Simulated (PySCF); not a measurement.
Gas-phase equilibrium of 1 mol HCl, 9.6 mol O₂ at 800 K and 0.100 bar, among 14 species (ClO, O₂, HCl, O, HO₂, H₂O, H, HOCl, H₂O₂, O₃, H₂, Cl, Cl₂, OH). Only gases are allowed; each row takes one source of thermochemistry for all species, and Cantera finds the minimum.

Energies from PySCF (xtb for GFN2), thermal terms from the rigid-rotor harmonic-oscillator model, ideal gas at 1 bar. Table values come from the NASA 1993 polynomials. After a fit of one offset per element over all species, the range-separated, M06-2X, PBE0/def2-QZVP and CCSD(T)/def2-TZVPP enthalpies, where run, lie to one side of the table for O₃ (+19 kJ/mol): a fault of the table's entry, another state or a shared error of the levels is possible; this was not checked at source. † marks an energy on the PBE0/def2-TZVP geometry and frequencies; other levels use their own. 6-31G* has spherical d functions here. Open shells (unrestricted) among the columns below: O₂ (multiplicity 3); the rest are closed-shell singlets. GFN2 has no spin-polarisation term. B3LYP is the form with VWN-RPA correlation. The harmonic model lacks anharmonicity and excited electronic states, which grow with temperature; levels with a mode under 35 cm⁻¹ are left out. Strong static correlation: O₃. The table's entry may be an old estimate for HOCl (not checked at source).

Molecules larger than those listed are left out.

Mole fractions:

```csv
thermochemistry,x O₂,x O₃,x HCl,x Cl₂,x H₂O,x HOCl
table,0.90,<1e-12,0.038,0.029,0.029,1.1e-6
B3LYP/6-31G*,0.91,<1e-12,0.092,0.0012,0.0013,1.0e-7
B3LYP/def2-TZVP†,0.91,<1e-12,0.073,0.011,0.011,3.6e-7
BLYP/def2-TZVP†,0.91,<1e-12,0.076,0.0095,0.0095,4.2e-7
GFN2-xTB,4.7e-6,0.86,5.7e-6,0.061,0.058,0.016
M06-2X/def2-TZVP†,0.90,<1e-12,0.046,0.025,0.025,1.5e-6
PBE/def2-TZVP†,0.91,<1e-12,0.069,0.013,0.013,7.0e-7
```
The most sensitive of these is O₃: it spans a factor of 10^11.9 over these rows; at this temperature one factor of ten is RT ln 10 = 15 kJ/mol.
